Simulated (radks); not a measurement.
Values are calculated unless marked as measured or tabulated.
How relativity changes the ionisation of the gold ion Au3+ ([Xe] 4f14 5d8) to Au4+ ([Xe] 4f14 5d7). Spin-unpolarised spherical Kohn-Sham, PBE, point nucleus unless stated (finite: rms radius 5.4371 fm), a radial shooting solver on a logarithmic mesh with Libxc functionals. A level marked "c x" has the speed of light scaled by that factor and shares open shells by 2j + 1; other Dirac levels either fill j = l - 1/2 first or share by 2j + 1.

| level | E(Au3+) (hartree) | E(Au4+) (hartree) | IE (eV) | HOMO | <r> HOMO (bohr) |
|---|---|---|---|---|---|
| non-rel. | -17866.7867 | -17864.9914 | 48.852 | 5d | 1.415 |
| scalar-rel. | -19009.5007 | -19007.7473 | 47.712 | 5d | 1.434 |
| scalar-rel., finite nucleus | -19005.2492 | -19003.4957 | 47.713 | 5d | 1.434 |
| Dirac, 2j+1 shares | -19045.7249 | -19043.9722 | 47.693 | 5d5/2 | 1.454 |
| Dirac, low j first | -19045.7792 | -19044.0602 | 46.778 | 5d5/2 | 1.456 |
| Dirac, 2j+1 shares, finite nucleus | -19041.4245 | -19039.6717 | 47.695 | 5d5/2 | 1.454 |
| Dirac, c x 0.75 | -20406.0851 | -20404.3627 | 46.869 | 5d5/2 | 1.490 |
| Dirac, c x 1.5 | -18338.3962 | -18336.6202 | 48.327 | 5d5/2 | 1.431 |
| Dirac, c x 100 | -17866.8854 | -17865.0901 | 48.852 | 5d5/2 | 1.415 |

NIST Atomic Spectra Database: 45 eV (theoretical). The relativistic part of the total energy of Au3+ is -1175 hartree (Dirac, 2j+1 shares, finite nucleus), 6.6 % of the non-relativistic value. Spin polarisation and multiplet splitting of open shells are left out at every level.

Beside tabulated values, note that relativity, absent from the non-relativistic runs, is large for the heavy elements, and spin-unpolarised runs miss the spin-polarisation part of the exchange energy of open shells.
